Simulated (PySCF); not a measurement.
PySCF job for C₃H₈GeO₃, SMILES C=C[CH2][Ge]([OH])([OH])[OH] (connectivity only; charge and spin as stated), charge +1, multiplicity 2, TDA-LC-ωPBE/def2-SVPD. The structure is a stationary point at PBE0-D3(BJ)/def2-SVP. Other conformers were not sampled.

```python
import numpy as np
from pyscf import gto, scf, dft, tdscf

mol = gto.M(
    atom='''
    O    -0.33777001    1.58247008    0.50325828
    Ge   -0.58396648   -0.09466596    0.10968755
    O    -1.63654888   -0.81928384    1.28505765
    O    -0.84390011   -0.46554048   -1.57186027
    C     1.32826088   -0.87956377    0.34252279
    C     2.00222333   -0.14526704   -0.66391857
    C     2.59912731    1.09956967   -0.44466275
    H    -0.97303891    1.96031591    1.12813493
    H    -2.05525723   -1.65932484    1.05162699
    H    -1.68195175   -0.17797053   -1.96063704
    H     1.52965607   -0.62235852    1.39192891
    H     1.14969312   -1.94467799    0.14217718
    H     2.00932478   -0.55441918   -1.68140730
    H     2.53047515    1.59429381    0.52883939
    H     3.14610918    1.60385257   -1.24595892
    ''',
    basis='def2-SVPD',
    charge=1,
    spin=1,
    max_memory=1600,
    verbose=4,
)
mf = dft.UKS(mol, xc='lc_wpbe').density_fit(auxbasis='def2-universal-jkfit')
mf.grids.level = 3
mf.conv_tol = 1e-9
mf.max_cycle = 100
mf.kernel()
fine, coarse = mf.grids, dft.Grids(mol).set(level=1).build(with_non0tab=True)
for _ in range(3):  # follow internal instabilities
    mf.grids = coarse
    mo, _, stable, _ = mf.stability(return_status=True, nroots=4)
    mf.grids = fine
    if stable:
        break
    mf.kernel(mf.make_rdm1(mo, mf.mo_occ))
mf.grids = dft.Grids(mol).set(level=1).build(with_non0tab=True)  # coarser grid for the response kernel
td = tdscf.TDA(mf)
td.nstates = 6
td.conv_tol = 1e-4
td.positive_eig_threshold = 1e-6
td.kernel(x0=td.get_init_guess(mf, 11))
td.analyze()
```

Log of the run:

```
PySCF version 2.14.0

[INPUT] verbose = 4
[INPUT] num. atoms = 15
[INPUT] num. electrons = 81
[INPUT] charge = 1
[INPUT] spin (= nelec alpha-beta = 2S) = 1
[INPUT] symmetry False subgroup None
[INPUT] Mole.unit = angstrom
[INPUT] Symbol           X                Y                Z      unit          X                Y                Z       unit  Magmom
[INPUT]  1 O     -0.337770010000   1.582470080000   0.503258280000 AA   -0.638292811992   2.990435051519   0.951020319120 Bohr   0.0
[INPUT]  2 Ge    -0.583966480000  -0.094665960000   0.109687550000 AA   -1.103536713126  -0.178892737719   0.207279428775 Bohr   0.0
[INPUT]  3 O     -1.636548880000  -0.819283840000   1.285057650000 AA   -3.092629172664  -1.548222075882   2.428407012777 Bohr   0.0
[INPUT]  4 O     -0.843900110000  -0.465540480000  -1.571860270000 AA   -1.594740084390  -0.879744007099  -2.970385416385 Bohr   0.0
[INPUT]  5 C      1.328260880000  -0.879563770000   0.342522790000 AA    2.510049285174  -1.662134634390   0.647274264522 Bohr   0.0
[INPUT]  6 C      2.002223330000  -0.145267040000  -0.663918570000 AA    3.783653733915  -0.274514920526  -1.254624266313 Bohr   0.0
[INPUT]  7 C      2.599127310000   1.099569670000  -0.444662750000 AA    4.911638778778   2.077885531178  -0.840290815296 Bohr   0.0
[INPUT]  8 H     -0.973038910000   1.960315910000   1.128134930000 AA   -1.838777048445   3.704460187528   2.131866049255 Bohr   0.0
[INPUT]  9 H     -2.055257230000  -1.659324840000   1.051626990000 AA   -3.883873280232  -3.135669499288   1.987286996301 Bohr   0.0
[INPUT] 10 H     -1.681951750000  -0.177970530000  -1.960637040000 AA   -3.178428162233  -0.336315559944  -3.705067035278 Bohr   0.0
[INPUT] 11 H      1.529656070000  -0.622358520000   1.391928910000 AA    2.890631037079  -1.176087154090   2.630364424764 Bohr   0.0
[INPUT] 12 H      1.149693120000  -1.944677990000   0.142177180000 AA    2.172605124097  -3.674908801570   0.268675931363 Bohr   0.0
[INPUT] 13 H      2.009324780000  -0.554419180000  -1.681407300000 AA    3.797073529502  -1.047700408406  -3.177399300844 Bohr   0.0
[INPUT] 14 H      2.530475150000   1.594293810000   0.528839390000 AA    4.781904998518   3.012778662989   0.999361610982 Bohr   0.0
[INPUT] 15 H      3.146109180000   1.603852570000  -1.245958920000 AA    5.945284708180   3.030842101480  -2.354521121259 Bohr   0.0

nuclear repulsion = 612.40341055987
number of shells = 97
number of NR pGTOs = 349
number of NR cGTOs = 231
basis = def2-SVPD
ecp = {}


[settings echo left out]
init E= -2420.86186539331
  alpha nocc = 41  HOMO = -0.246492499639737  LUMO = -0.0566415631384696
  beta  nocc = 40  HOMO = -0.400765907399923  LUMO = -0.246492499639734

WARN: HOMO -0.246492499639737 >= LUMO -0.246492499639734

cycle= 1 E= -2420.32825943369  delta_E= 0.534  |g|= 0.815  |ddm|= 3.84
  alpha nocc = 41  HOMO = -0.500243088813389  LUMO = -0.154629378582219
  beta  nocc = 40  HOMO = -0.499307318484471  LUMO = -0.341410522511196
  HOMO = -0.499307318484  LUMO = -0.341410522511  gap/eV = 4.29659
cycle= 2 E= -2420.31861963697  delta_E= 0.00964  |g|= 0.906  |ddm|= 2.21
  alpha nocc = 41  HOMO = -0.577846098556302  LUMO = -0.121484724696127
  beta  nocc = 40  HOMO = -0.619420839931011  LUMO = -0.301573505993994
  HOMO = -0.577846098556  LUMO = -0.301573505994  gap/eV = 7.51776
cycle= 3 E= -2420.58368480574  delta_E= -0.265  |g|= 0.0518  |ddm|= 1.04
  alpha nocc = 41  HOMO = -0.565777416857174  LUMO = -0.105287552166485
  beta  nocc = 40  HOMO = -0.607883225198548  LUMO = -0.27852592407812
  HOMO = -0.565777416857  LUMO = -0.278525924078  gap/eV = 7.81651
cycle= 4 E= -2420.58553594274  delta_E= -0.00185  |g|= 0.0204  |ddm|= 0.145
  alpha nocc = 41  HOMO = -0.570153177857337  LUMO = -0.106688594817807
  beta  nocc = 40  HOMO = -0.608371122372583  LUMO = -0.278518438982742
  HOMO = -0.570153177857  LUMO = -0.278518438983  gap/eV = 7.93579
cycle= 5 E= -2420.58595391308  delta_E= -0.000418  |g|= 0.0124  |ddm|= 0.0571
  alpha nocc = 41  HOMO = -0.570512640231505  LUMO = -0.106282556901786
  beta  nocc = 40  HOMO = -0.609360804904658  LUMO = -0.277088029155794
  HOMO = -0.570512640232  LUMO = -0.277088029156  gap/eV = 7.98449
cycle= 6 E= -2420.58610373218  delta_E= -0.00015  |g|= 0.00561  |ddm|= 0.0246
  alpha nocc = 41  HOMO = -0.570718843009743  LUMO = -0.105778984557433
  beta  nocc = 40  HOMO = -0.609182676182885  LUMO = -0.275496852872279
  HOMO = -0.57071884301  LUMO = -0.275496852872  gap/eV = 8.03340
cycle= 7 E= -2420.58618198654  delta_E= -7.83e-05  |g|= 0.00293  |ddm|= 0.0215
  alpha nocc = 41  HOMO = -0.571415840839423  LUMO = -0.105990126271022
  beta  nocc = 40  HOMO = -0.609511257837267  LUMO = -0.275383276656112
  HOMO = -0.571415840839  LUMO = -0.275383276656  gap/eV = 8.05546
cycle= 8 E= -2420.58620888064  delta_E= -2.69e-05  |g|= 0.00118  |ddm|= 0.0163
  alpha nocc = 41  HOMO = -0.571501838724954  LUMO = -0.105908289386332
  beta  nocc = 40  HOMO = -0.609609600159805  LUMO = -0.27523788087147
  HOMO = -0.571501838725  LUMO = -0.275237880871  gap/eV = 8.06175
cycle= 9 E= -2420.58621303053  delta_E= -4.15e-06  |g|= 0.00057  |ddm|= 0.00701
  alpha nocc = 41  HOMO = -0.571408342517999  LUMO = -0.105851773611536
  beta  nocc = 40  HOMO = -0.609601862786769  LUMO = -0.275148890343937
  HOMO = -0.571408342518  LUMO = -0.275148890344  gap/eV = 8.06163
cycle= 10 E= -2420.58621365645  delta_E= -6.26e-07  |g|= 0.000261  |ddm|= 0.00248
  alpha nocc = 41  HOMO = -0.571380900078658  LUMO = -0.105828471107677
  beta  nocc = 40  HOMO = -0.609588293685121  LUMO = -0.275153068255805
  HOMO = -0.571380900079  LUMO = -0.275153068256  gap/eV = 8.06077
cycle= 11 E= -2420.58621383309  delta_E= -1.77e-07  |g|= 0.000168  |ddm|= 0.00144
  alpha nocc = 41  HOMO = -0.57138307161406  LUMO = -0.105828283608163
  beta  nocc = 40  HOMO = -0.609589467514095  LUMO = -0.275163879906337
  HOMO = -0.571383071614  LUMO = -0.275163879906  gap/eV = 8.06053
cycle= 12 E= -2420.58621387226  delta_E= -3.92e-08  |g|= 0.000105  |ddm|= 0.000461
  alpha nocc = 41  HOMO = -0.571374607009286  LUMO = -0.105826337155927
  beta  nocc = 40  HOMO = -0.609593432718376  LUMO = -0.275159017967078
  HOMO = -0.571374607009  LUMO = -0.275159017967  gap/eV = 8.06044
cycle= 13 E= -2420.58621389693  delta_E= -2.47e-08  |g|= 5.93e-05  |ddm|= 0.000393
  alpha nocc = 41  HOMO = -0.571366266056844  LUMO = -0.105822123846235
  beta  nocc = 40  HOMO = -0.609582302211164  LUMO = -0.275152812351912
  HOMO = -0.571366266057  LUMO = -0.275152812352  gap/eV = 8.06038
cycle= 14 E= -2420.58621390743  delta_E= -1.05e-08  |g|= 3.48e-05  |ddm|= 0.000292
  alpha nocc = 41  HOMO = -0.57136659149174  LUMO = -0.105823958238498
  beta  nocc = 40  HOMO = -0.609580164857314  LUMO = -0.275153631162214
  HOMO = -0.571366591492  LUMO = -0.275153631162  gap/eV = 8.06037
cycle= 15 E= -2420.58621391109  delta_E= -3.66e-09  |g|= 1.8e-05  |ddm|= 0.000222
  alpha nocc = 41  HOMO = -0.57136599707477  LUMO = -0.105824684118011
  beta  nocc = 40  HOMO = -0.609580516232104  LUMO = -0.275153782905444
  HOMO = -0.571365997075  LUMO = -0.275153782905  gap/eV = 8.06034
cycle= 16 E= -2420.58621391164  delta_E= -5.46e-10  |g|= 1.05e-05  |ddm|= 7.94e-05
  alpha nocc = 41  HOMO = -0.571365256480276  LUMO = -0.105824260045202
  beta  nocc = 40  HOMO = -0.609578154520645  LUMO = -0.275152521507302
  HOMO = -0.57136525648  LUMO = -0.275152521507  gap/eV = 8.06036
Extra cycle  E= -2420.58621391171  delta_E= -7.28e-11  |g|= 1.13e-05  |ddm|= 2.89e-05
converged SCF energy = -2420.58621391171  <S^2> = 0.76753673  2S+1 = 2.0174605
tot grids = 58272
uhf_internal: lowest eigs of H = [0.21600112 0.29792531 0.32182988 0.34330958]
<class 'pyscf.df.df_jk.DFUKS'> wavefunction is stable in the internal stability analysis
tot grids = 58272
Overwritten attributes  positive_eig_threshold  of <class 'pyscf.tdscf.uks.TDA'>


******** <class 'pyscf.tdscf.uks.TDA'> for <class 'pyscf.df.df_jk.DFUKS'> ********
nstates = 6
deg_eia_thresh = 1.000e-03
wfnsym = None
conv_tol = 0.0001
eigh lindep = 1e-12
eigh level_shift = 0
eigh max_cycle = 100


Excitation energies (eV)
[3.6165778  4.27638037 4.48689602 4.80755615 4.85831019 5.29728233]

** Excitation energies and oscillator strengths **
Excited State   1:      3.61658 eV    342.82 nm  f=0.0780
      41a ->   42a     -0.19220
      33b ->   41b      0.16104
      34b ->   41b      0.24409
      35b ->   41b      0.14624
      36b ->   41b     -0.21849
      37b ->   41b      0.24506
      39b ->   41b     -0.31264
      40b ->   41b     -0.77814
Excited State   2:      4.27638 eV    289.93 nm  f=0.0186
      41a ->   42a      0.11868
      33b ->   41b      0.24499
      34b ->   41b      0.74014
      35b ->   41b     -0.46943
      39b ->   41b      0.31172
Excited State   3:      4.48690 eV    276.33 nm  f=0.0053
      32b ->   41b      0.31052
      33b ->   41b     -0.23689
      34b ->   41b     -0.17978
      36b ->   41b      0.18677
      37b ->   41b     -0.19233
      38b ->   41b     -0.30705
      39b ->   41b      0.58669
      40b ->   41b     -0.50866
Excited State   4:      4.80756 eV    257.89 nm  f=0.0041
      32b ->   41b     -0.20272
      35b ->   41b      0.13983
      37b ->   41b     -0.10837
      38b ->   41b      0.84661
      39b ->   41b      0.36796
      40b ->   41b     -0.16559
Excited State   5:      4.85831 eV    255.20 nm  f=0.0015
      41a ->   42a      0.15633
      31b ->   41b      0.10888
      32b ->   41b     -0.74545
      33b ->   41b      0.11507
      34b ->   41b     -0.28055
      35b ->   41b     -0.10492
      36b ->   41b     -0.30473
      37b ->   41b     -0.16138
      38b ->   41b     -0.31634
      39b ->   41b      0.15894
Excited State   6:      5.29728 eV    234.05 nm  f=0.0409
      41a ->   42a      0.33294
      35b ->   41b     -0.11090
      36b ->   41b      0.15761
      37b ->   41b     -0.72808
      38b ->   41b      0.11785
      39b ->   41b     -0.44959
      39b ->   42b     -0.13489
      40b ->   41b     -0.18438

** Transition electric dipole moments (AU) **
state          X           Y           Z        Dip. S.      Osc.
  1        -0.8053     -0.2526      0.4094      0.8799      0.0780
  2         0.3669      0.0979     -0.1816      0.1772      0.0186
  3         0.1986      0.0767     -0.0521      0.0480      0.0053
  4         0.0957     -0.0901      0.1314      0.0345      0.0041
  5         0.0300      0.0644     -0.0873      0.0127      0.0015
  6        -0.4533     -0.3246      0.0644      0.3150      0.0409

** Transition velocity dipole moments (imaginary part, AU) **
state          X           Y           Z        Dip. S.      Osc.
  1        -0.0435      0.0056     -0.0294      0.0028      0.0140
  2         0.0324      0.0016      0.0103      0.0012      0.0049
  3         0.0136     -0.0097      0.0073      0.0003      0.0013
  4         0.0032     -0.0021      0.0014      0.0000      0.0001
  5        -0.0099      0.0073     -0.0054      0.0002      0.0007
  6        -0.0541     -0.0190      0.0025      0.0033      0.0113

** Transition magnetic dipole moments (imaginary part, AU) **
state          X           Y           Z
  1         0.0627      0.1978      0.3173
  2        -0.0025      0.0915     -0.1063
  3         0.0215      0.0914     -0.0513
  4         0.0091      0.1326      0.0843
  5        -0.1160     -0.3858      0.2454
  6         0.0524      0.0968      0.2740
```

The calculation finished and met its thresholds.
